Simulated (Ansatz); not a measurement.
Two structures of GaSiNH5Cl, closed shell, reached by relaxing down either side of one saddle point (PBE0-D4/def2-TZVP). Energies are electronic, without zero-point energy. Program: Ansatz 0.2.0. Basis: def2-TZVPP and def2-QZVPP. Cores are frozen in the correlated methods. Filled d shells of the heavier atoms are correlated. The def2 sets are not built for correlating such inner shells, so the correlated values are less sure here. Extrapolation: Hartree–Fock as exp(−7.88 √X), correlation as X^−2.97. First:

Ga1  (-0.475, 0.538, 0.231)
Si2  (1.507, -0.768, 0.495)
N3  (-1.695, 0.454, -1.096)
H4  (-1.643, -0.180, -1.875)
Cl5  (-0.977, 2.039, 1.702)
H6  (1.662, -1.730, -0.629)
H7  (2.693, 0.127, 0.531)
H8  (1.437, -1.526, 1.772)
H9  (-2.509, 1.045, -1.130)
(Å)

Second:

```json
{"atom": "Ga1", "x (Å)": "-1.3846", "y (Å)": "1.1125", "z (Å)": "0.0982"}
{"atom": "Si2", "x (Å)": "1.4058", "y (Å)": "-0.9111", "z (Å)": "0.1986"}
{"atom": "N3", "x (Å)": "-2.1169", "y (Å)": "0.5891", "z (Å)": "-1.3702"}
{"atom": "H4", "x (Å)": "0.1334", "y (Å)": "-0.3969", "z (Å)": "-0.4077"}
{"atom": "Cl5", "x (Å)": "-0.4314", "y (Å)": "1.7050", "z (Å)": "1.8878"}
{"atom": "H6", "x (Å)": "1.9176", "y (Å)": "-1.9617", "z (Å)": "-0.7122"}
{"atom": "H7", "x (Å)": "2.3610", "y (Å)": "0.2155", "z (Å)": "0.3038"}
{"atom": "H8", "x (Å)": "1.0941", "y (Å)": "-1.4685", "z (Å)": "1.5346"}
{"atom": "H9", "x (Å)": "-2.9790", "y (Å)": "1.1162", "z (Å)": "-1.5329"}
```

(1) Which bonds change from the first to the second?

(2) Give the saddle point's structure and its height above each. (To be estimated.)

The T1 diagnostic stays at or below 0.020. The end structure is not quite a true minimum (one mode of 62i cm⁻¹).

Results:

(1) GaSiNH₅Cl ([NH2][Ga]([SiH3])[Cl]) → GaNHCl ([NH][Ga][Cl]) + SiH₄; bonds formed: Si2–H4; bonds broken: Ga1–Si2, N3–H4.

(2) By the calculation: 363.5 kJ/mol above the first and 90.4 kJ/mol above the second (CCSD(T) at an estimated basis limit (MP2 extrapolated from triple and quadruple zeta, plus CCSD(T) − MP2 in triple zeta)).
Ga1  (-0.986, 1.031, 0.398)
Si2  (1.138, -0.778, 0.105)
N3  (-1.577, 0.372, -1.112)
H4  (-0.278, -0.329, -0.737)
Cl5  (-0.608, 2.069, 2.206)
H6  (1.550, -1.811, -0.882)
H7  (2.218, 0.241, 0.211)
H8  (0.962, -1.427, 1.433)
H9  (-2.420, 0.633, -1.622)
(Å)

Labels in which every atom is bracketed show which atoms are joined, not bond orders.

For scale, one of the runs: CCSD(T)/def2-TZVPP, 233 basis functions, launched by `ansatz run in.yaml --threads 4 --pin off --events-out ev --progress --plain --max-ram 9574MiB`. Time: 110 s of wall clock on 4 CPU threads of an Arm Neoverse V2; the host was shared. Peak host memory: 3.8 GiB.
